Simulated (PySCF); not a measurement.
Run times: sulfur in even-tempered 25s16p6d6f5g

Measured wall times of calculations with PySCF 2.14 in an uncontracted even-tempered set (25 s from 0.028 bohr⁻², ratio 2.2; 16 p from 0.036 bohr⁻², ratio 2.2; 6 d from 0.67 bohr⁻², ratio 2.4; 6 f from 1 bohr⁻², ratio 2.4; 5 g from 1.5 bohr⁻², ratio 2.4), with scalar relativity by spin-free X2C-1e, run from one Python driver. Hardware: 2 threads of Neoverse-N1 on a shared host, 2.6 GiB allowed. The two-electron integrals over 190 functions were computed once and kept in memory (5.4 CPU seconds with the set-up); the times below exclude them. Kohn-Sham runs start from converged Hartree-Fock orbitals.

Launch command (the driver calls PySCF for each step listed in the task file):

```bash
OMP_NUM_THREADS=2 python atomrun2.py TASK.json OUT
```

```csv
species,step,iterations,wall time (s)
S+ [Ne] 3s2 3p3,UHF with spin-orbit constants,1,31
S+ [Ne] 3s2 3p3,LDA,6,1.9
S+ [Ne] 3s2 3p3,PBE,6,2.2
S+ [Ne] 3s2 3p3,PBE0,6,7.6
S+ [Ne] 3s2 3p3,r2SCAN,5,4.5
S+ [Ne] 3s2 3p3,MP2 (13 electrons),,10
S(2+) [Ne] 3s2 3p2,UHF with spin-orbit constants,6,34
S(2+) [Ne] 3s2 3p2,LDA,6,1.9
S(2+) [Ne] 3s2 3p2,PBE,6,2.1
S(2+) [Ne] 3s2 3p2,PBE0,6,7.6
S(2+) [Ne] 3s2 3p2,r2SCAN,5,4.5
```

(1) Roughly how long does MP2 (12 electrons) take for S(2+) [Ne] 3s2 3p2 here?

Peak memory of the process: 1.7 GiB. Times on a shared host vary from run to run.

## Answers

(1) About 10 s.
